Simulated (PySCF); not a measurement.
# Computed records: BGeH4O, B2GeH5O, CH6BGeO, B2GeH4N and others

Calculation on a computer-drawn molecule: the log of a Hartree-Fock and frozen-core CCSD(T) single point meant for a local Hartree-Fock minimum, with one planted fault or none, to be diagnosed. Offsets are logged minus clean, where the clean run is the same molecule without the fault. The reference is restricted for singlets and unrestricted otherwise, and also for a bond in bohr or an excited solution. Adding or removing an electron swaps singlet and doublet. The excited solution moves the top pair (singlet) or top alpha electron (doublet) to the lowest empty orbital. Highest occupied and lowest empty are orbital energies over both spins, largest force is the largest gradient component, triples share is (T) over the correlation energy, the T1 limit is 0.02 restricted and 0.045 unrestricted, electrons count all cores, a negative frequency is imaginary (commonest isotopes), and the dipole is about the centre of nuclear charge; on germanium a core potential holds 10 electrons, which the energies leave out, and 3d is frozen in MP2 and coupled-cluster steps. Program: PySCF 2.14.0.

Common to all runs: logged SCF converged yes; possible faults no fault, one electron removed, one electron added, multiplicity raised by two, geometry at a saddle point, SCF held on an excited solution, minimal basis STO-3G, one bond length entered in bohr, all coordinates scaled.

(1) BGeH4O

Logged structure:
```xyz
7
BGeH4O
B     -0.6560     0.3703     1.0859
Ge     0.9457     0.1514    -0.2556
O      2.1463     1.1205    -0.8569
H     -0.6888     1.5060     1.5317
H     -1.6441     0.0785     0.4120
H     -0.4422    -0.4881     1.9419
H      1.0862    -1.3069    -0.8902
```

- meant charge: -1
- meant multiplicity: 1
- meant basis: aug-cc-pVDZ
- meant basis and core potential on germanium: aug-cc-pVDZ-PP ECP10MDF
- logged electrons: 49
- logged basis functions: 114
- logged spin squared: 0.769
- logged highest occupied: -11.05 eV
- logged lowest empty: 0.034682 eV
- logged largest force: 0.06676 hartree/bohr
- logged T1 diagnostic: 0.063081
- logged D1 diagnostic: 0.34069
- logged triples share: 0.036723
- logged CC converged: yes
- logged dipole magnitude: 3.0936 debye
- logged SCF stable within its kind: yes
- logged energy HF: -395.1692 hartree
- logged energy CCSD(T): -395.59402 hartree
- planted fault: one electron removed
- HF energy offset from clean run: 52.62 kcal/mol
- CCSD(T) energy offset from clean run: 87.57 kcal/mol

Drawn bonds:
| atom | other atom | order |
| --- | --- | --- |
| 1 | 2 | 1 |
| 2 | 3 | 2 |
| 1 | 4 | 1 |
| 1 | 5 | 1 |
| 1 | 6 | 1 |
| 2 | 7 | 1 |

Notes: T1 above single-reference limit.

(2) B2GeH5O

Logged structure:
```xyz
9
B2GeH5O
B     -1.1539    -0.4424     2.1139
B     -1.6485     0.7547     1.0723
O     -0.9030     1.4351     0.1679
Ge     0.8242     1.2665    -0.2655
H     -1.0297    -1.5389     2.5508
H     -2.8123     1.0738     1.1882
H      0.8830     0.9693    -1.7590
H      1.3989     0.1090     0.5582
H      1.5067     2.5855     0.0760
```

* meant charge: 0
* meant multiplicity: 2
* meant basis: cc-pVDZ
* meant basis and core potential on germanium: cc-pVDZ-PP ECP10MDF
* logged electrons: 55
* logged basis functions: 90
* logged spin squared: 3.7749
* logged highest occupied: -7.7256 eV
* logged lowest empty: -1.0188 eV
* logged largest force: 0.057811 hartree/bohr
* logged T1 diagnostic: 0.02976
* logged D1 diagnostic: 0.15917
* logged triples share: 0.030545
* logged CC converged: yes
* logged dipole magnitude: 2.7247 debye
* logged SCF stable within its kind: yes
* logged energy HF: -420.35983 hartree
* logged energy CCSD(T): -420.84467 hartree
* planted fault: multiplicity raised by two
* HF energy offset from clean run: 82.24 kcal/mol
* CCSD(T) energy offset from clean run: 82.15 kcal/mol

Drawn bonds:
| atom | other atom | order |
| --- | --- | --- |
| 1 | 2 | 1 |
| 2 | 3 | 1 |
| 3 | 4 | 1 |
| 1 | 5 | 1 |
| 2 | 6 | 1 |
| 4 | 7 | 1 |
| 4 | 8 | 1 |
| 4 | 9 | 1 |

(3) CH6BGeO

Logged structure:
```xyz
10
CH6BGeO
B     -0.1439    -1.8494     1.5023
C      0.4610    -1.0123     0.3282
O      0.7839     0.3090     0.6736
Ge     1.4829     1.4538    -0.4968
H     -0.4828    -2.9957     1.4112
H      1.3437    -1.5631    -0.0401
H     -0.2657    -1.0492    -0.5018
H      0.5106     1.6278    -1.6687
H      1.6740     2.7523     0.2750
H      2.8160     0.8962    -1.0079
```

- meant charge: 0
- meant multiplicity: 2
- meant basis: cc-pVDZ
- meant basis and core potential on germanium: cc-pVDZ-PP ECP10MDF
- logged electrons: 57
- logged basis functions: 95
- logged spin squared: 0.7797
- logged highest occupied: -7.1672 eV
- logged lowest empty: 0.47173 eV
- logged largest force: 0.039866 hartree/bohr
- logged dipole magnitude: 1.1075 debye
- logged SCF stable within its kind: no
- logged energy HF: -434.13974 hartree
- planted fault: SCF held on an excited solution
- HF energy offset from clean run: 41.54 kcal/mol

Drawn bonds:
| atom | other atom | order |
| --- | --- | --- |
| 1 | 2 | 1 |
| 2 | 3 | 1 |
| 3 | 4 | 1 |
| 1 | 5 | 1 |
| 2 | 6 | 1 |
| 2 | 7 | 1 |
| 4 | 8 | 1 |
| 4 | 9 | 1 |
| 4 | 10 | 1 |

Notes: coupled-cluster numbers left out as unreliable.

(4) B2GeH4N

Logged structure:
```xyz
8
B2GeH4N
B     -0.3979     3.3693     1.6491
N     -0.3119     2.1246     1.7860
B     -0.2631     0.7740     2.0010
Ge     0.6541    -0.7745     0.9656
H     -0.4845     4.5301     1.5306
H      1.4294    -0.3217    -0.2847
H      1.6354    -1.4959     1.8986
H     -0.4095    -1.7884     0.5247
```

- meant charge: 0
- meant multiplicity: 2
- meant basis: cc-pVDZ
- meant basis and core potential on germanium: cc-pVDZ-PP ECP10MDF
- logged electrons: 52
- logged basis functions: 85
- logged spin squared: 0
- logged highest occupied: -17.139 eV
- logged lowest empty: -5.0658 eV
- logged largest force: 0.10283 hartree/bohr
- logged T1 diagnostic: 0.016843
- logged D1 diagnostic: 0.044146
- logged triples share: 0.038147
- logged CC converged: yes
- logged dipole magnitude: 7.2172 debye
- logged SCF stable within its kind: yes
- logged energy HF: -399.27612 hartree
- logged energy CCSD(T): -399.71348 hartree
- planted fault: one electron removed
- HF energy offset from clean run: 143.7 kcal/mol
- CCSD(T) energy offset from clean run: 152.2 kcal/mol

Drawn bonds:
| atom | other atom | order |
| --- | --- | --- |
| 1 | 2 | 1 |
| 2 | 3 | 2 |
| 3 | 4 | 1 |
| 1 | 5 | 1 |
| 4 | 6 | 1 |
| 4 | 7 | 1 |
| 4 | 8 | 1 |

(5) B2GeH4N

Logged structure:
```xyz
8
B2GeH4N
B     -0.3840     3.2514     1.5914
N     -0.3010     2.0502     1.7235
B     -0.2539     0.7469     1.9310
Ge     0.6312    -0.7474     0.9318
H     -0.4675     4.3715     1.4770
H      1.3794    -0.3104    -0.2747
H      1.5781    -1.4435     1.8322
H     -0.3952    -1.7258     0.5063
```

* meant charge: 0
* meant multiplicity: 2
* meant basis: cc-pVDZ
* meant basis and core potential on germanium: cc-pVDZ-PP ECP10MDF
* logged electrons: 53
* logged basis functions: 85
* logged spin squared: 0.7891
* logged highest occupied: -7.2202 eV
* logged lowest empty: 1.6883 eV
* logged largest force: 0.05913 hartree/bohr
* logged T1 diagnostic: 0.018498
* logged D1 diagnostic: 0.061168
* logged triples share: 0.033924
* logged CC converged: yes
* logged dipole magnitude: 2.4651 debye
* logged SCF stable within its kind: yes
* logged energy HF: -399.49384 hartree
* logged energy CCSD(T): -399.93895 hartree
* planted fault: all coordinates scaled, by -3.5 %
* HF energy offset from clean run: 7.074 kcal/mol
* CCSD(T) energy offset from clean run: 10.68 kcal/mol

Drawn bonds:
| atom | other atom | order |
| --- | --- | --- |
| 1 | 2 | 1 |
| 2 | 3 | 2 |
| 3 | 4 | 1 |
| 1 | 5 | 1 |
| 4 | 6 | 1 |
| 4 | 7 | 1 |
| 4 | 8 | 1 |

(6) AlBGeH5O

Logged structure:
```xyz
9
AlBGeH5O
B     -2.3729    -2.6740    -0.6167
Al    -0.5408    -1.9943    -1.2851
O      0.4160    -2.9162    -2.3353
Ge     0.3796     0.2186    -0.5942
H     -3.4331    -3.0296    -0.2105
H      0.2704    -3.7638    -2.7194
H      1.7343     0.0797     0.1190
H      0.5991     1.1492    -1.7981
H     -0.5606     0.9585     0.3747
```

- meant charge: 0
- meant multiplicity: 2
- meant basis: cc-pV(D+d)Z
- meant basis and core potential on germanium: cc-pVDZ-PP ECP10MDF
- logged electrons: 62
- logged basis functions: 99
- logged spin squared: 0
- logged highest occupied: -14.658 eV
- logged lowest empty: -6.2751 eV
- logged largest force: 0.059598 hartree/bohr
- logged T1 diagnostic: 0.020567
- logged D1 diagnostic: 0.058001
- logged triples share: 0.024278
- logged CC converged: yes
- logged dipole magnitude: 12.141 debye
- logged SCF stable within its kind: yes
- logged energy HF: -637.47044 hartree
- logged energy CCSD(T): -637.92855 hartree
- planted fault: one electron removed
- HF energy offset from clean run: 167.4 kcal/mol
- CCSD(T) energy offset from clean run: 172.7 kcal/mol

Drawn bonds:
| atom | other atom | order |
| --- | --- | --- |
| 1 | 2 | 1 |
| 2 | 3 | 1 |
| 2 | 4 | 1 |
| 1 | 5 | 1 |
| 3 | 6 | 1 |
| 4 | 7 | 1 |
| 4 | 8 | 1 |
| 4 | 9 | 1 |

Notes: T1 above single-reference limit.

(7) CH7B2Ge

Logged structure:
```xyz
11
CH7B2Ge
B     -1.1270     2.2079    -0.7362
B     -0.6073     0.8959    -0.0268
Ge     0.8152     1.0947     1.5000
C      2.4321     0.0344     1.1192
H     -1.4719     3.2303    -1.2207
H     -0.9784    -0.2077    -0.3146
H      0.2016     0.6070     2.8268
H      1.2373     2.5612     1.7244
H      2.9085     0.3825     0.2004
H      3.1478     0.1264     1.9385
H      2.1722    -1.0190     0.9980
```

- meant charge: 0
- meant multiplicity: 2
- meant basis: cc-pVDZ
- meant basis and core potential on germanium: cc-pVDZ-PP ECP10MDF
- logged electrons: 54
- logged basis functions: 100
- logged spin squared: 0
- logged highest occupied: -15.7 eV
- logged lowest empty: -6.6735 eV
- logged largest force: 0.045485 hartree/bohr
- logged T1 diagnostic: 0.020217
- logged D1 diagnostic: 0.066386
- logged triples share: 0.028796
- logged CC converged: yes
- logged dipole magnitude: 9.2432 debye
- logged SCF stable within its kind: yes
- logged energy HF: -384.32292 hartree
- logged energy CCSD(T): -384.7722 hartree
- planted fault: one electron removed
- HF energy offset from clean run: 178.3 kcal/mol
- CCSD(T) energy offset from clean run: 189.2 kcal/mol

Drawn bonds:
| atom | other atom | order |
| --- | --- | --- |
| 1 | 2 | 1 |
| 2 | 3 | 1 |
| 3 | 4 | 1 |
| 1 | 5 | 1 |
| 2 | 6 | 1 |
| 3 | 7 | 1 |
| 3 | 8 | 1 |
| 4 | 9 | 1 |
| 4 | 10 | 1 |
| 4 | 11 | 1 |

Notes: T1 above single-reference limit.

(8) CH7B2Ge

Structure as in entry 7.

* meant charge: 0
* meant multiplicity: 2
* meant basis: cc-pVDZ
* meant basis and core potential on germanium: cc-pVDZ-PP ECP10MDF
* logged electrons: 55
* logged basis functions: 100
* logged spin squared: 0.7575
* logged highest occupied: -8.8372 eV
* logged lowest empty: 0.9411 eV
* logged largest force: 1.51e-05 hartree/bohr
* logged lowest frequency: 55.528 cm⁻¹
* logged T1 diagnostic: 0.017417
* logged D1 diagnostic: 0.059421
* logged triples share: 0.029017
* logged CC converged: yes
* logged dipole magnitude: 1.3718 debye
* logged SCF stable within its kind: yes
* logged energy HF: -384.60701 hartree
* logged energy CCSD(T): -385.07377 hartree
* planted fault: no fault
* HF energy offset from clean run: 0 kcal/mol
* CCSD(T) energy offset from clean run: 0 kcal/mol

Drawn bonds:
| atom | other atom | order |
| --- | --- | --- |
| 1 | 2 | 1 |
| 2 | 3 | 1 |
| 3 | 4 | 1 |
| 1 | 5 | 1 |
| 2 | 6 | 1 |
| 3 | 7 | 1 |
| 3 | 8 | 1 |
| 4 | 9 | 1 |
| 4 | 10 | 1 |
| 4 | 11 | 1 |

(9) CH7B2Ge

Structure as in entry 7.

* meant charge: 0
* meant multiplicity: 2
* meant basis: cc-pVDZ
* meant basis and core potential on germanium: cc-pVDZ-PP ECP10MDF
* logged electrons: 55
* logged basis functions: 100
* logged spin squared: 3.7693
* logged highest occupied: -6.6466 eV
* logged lowest empty: -1.5813 eV
* logged largest force: 0.042125 hartree/bohr
* logged T1 diagnostic: 0.0204
* logged D1 diagnostic: 0.10498
* logged triples share: 0.029007
* logged CC converged: yes
* logged dipole magnitude: 3.687 debye
* logged SCF stable within its kind: yes
* logged energy HF: -384.47806 hartree
* logged energy CCSD(T): -384.93441 hartree
* planted fault: multiplicity raised by two
* HF energy offset from clean run: 80.92 kcal/mol
* CCSD(T) energy offset from clean run: 87.45 kcal/mol

Drawn bonds:
| atom | other atom | order |
| --- | --- | --- |
| 1 | 2 | 1 |
| 2 | 3 | 1 |
| 3 | 4 | 1 |
| 1 | 5 | 1 |
| 2 | 6 | 1 |
| 3 | 7 | 1 |
| 3 | 8 | 1 |
| 4 | 9 | 1 |
| 4 | 10 | 1 |
| 4 | 11 | 1 |

(10) B2GeH5O

Logged structure:
```xyz
9
B2GeH5O
B      0.7742    -0.3272    -2.3427
B     -0.1980     0.6725    -1.4932
Ge     0.9432     1.8258    -0.0951
O      2.6764     1.2176    -0.4028
H      1.5436    -1.0541    -2.9488
H     -1.4234     0.7806    -1.6083
H      0.9173     3.3962    -0.3390
H      0.5909     1.5696     1.4335
H      3.3819     1.6223     0.1383
```

- meant charge: 0
- meant multiplicity: 2
- meant basis: cc-pVDZ
- meant basis and core potential on germanium: cc-pVDZ-PP ECP10MDF
- logged electrons: 55
- logged basis functions: 90
- logged spin squared: 0.7576
- logged highest occupied: -8.7784 eV
- logged lowest empty: 0.90548 eV
- logged largest force: 0.025107 hartree/bohr
- logged T1 diagnostic: 0.018167
- logged D1 diagnostic: 0.056435
- logged triples share: 0.026901
- logged CC converged: yes
- logged dipole magnitude: 0.28236 debye
- logged SCF stable within its kind: yes
- logged energy HF: -420.44992 hartree
- logged energy CCSD(T): -420.94374 hartree

Drawn bonds:
| atom | other atom | order |
| --- | --- | --- |
| 1 | 2 | 1 |
| 2 | 3 | 1 |
| 3 | 4 | 1 |
| 1 | 5 | 1 |
| 2 | 6 | 1 |
| 3 | 7 | 1 |
| 3 | 8 | 1 |
| 4 | 9 | 1 |

## Withheld values
1. B2GeH5O (entry 10): planted fault?

Calculated values
1. all coordinates scaled, by +3.3 %

Further results for B2GeH5O (entry 10):

- HF energy offset from clean run: 5.124 kcal/mol
- CCSD(T) energy offset from clean run: 2.041 kcal/mol
